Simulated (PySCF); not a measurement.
Br2Hg, singlet, at a GFN2-xTB geometry (such geometries of metal compounds can be far from the true shape) (core potentials on Hg). Base run: PySCF with DF-M062X/def2-SVP.

The PySCF input:
```python
from pyscf import gto, scf, dft

mol = gto.M(
    atom='''
Hg    0.000000    0.000000    0.000000
Br    0.000000    0.000000    2.423225
Br   -0.000000   -0.000000   -2.423225
''',
    basis='def2-svp',
    ecp={'Hg': 'def2-svp'},
    charge=0,
    spin=0,
    verbose=4,
)

mf = dft.RKS(mol)
mf.xc = 'm062x'
mf = mf.density_fit(auxbasis='def2-universal-jkfit')
mf.kernel()
```

Each row names what was changed in the base input (with any setting that the change needs).

```csv
change,basis functions,E (Eh),HOMO (eV),HOMO-LUMO gap (eV),core-seconds (rough)
base,96,-5301.21866,-9.47,7.69,6
basis = LANL2DZ,34,-68.93532,-9.42,7.62,2
basis = def2-SV(P),…,…,…,…,6
basis = def2-SVPD,117,-5301.22958,-9.61,7.67,9
basis = def2-TZVP,139,-5301.84954,-9.59,7.82,10
basis = def2-TZVPP,155,-5301.85055,-9.59,7.82,10
basis = def2-TZVPD,…,…,-9.61,…,10
basis = def2-QZVP,222,-5301.97117,-9.58,7.77,20
```

Problem. What belongs in the gaps?

Solution. 
- basis = def2-SV(P), basis functions: 89
- basis = def2-SV(P), E (Eh): -5301.21551
- basis = def2-SV(P), HOMO (eV): -9.48
- basis = def2-SV(P), HOMO-LUMO gap (eV): 7.68
- basis = def2-TZVPD, basis functions: 160
- basis = def2-TZVPD, E (Eh): -5301.85021
- basis = def2-TZVPD, HOMO-LUMO gap (eV): 7.80

Totals compare only among sets that treat the same electrons; sets with core potentials leave the core out.
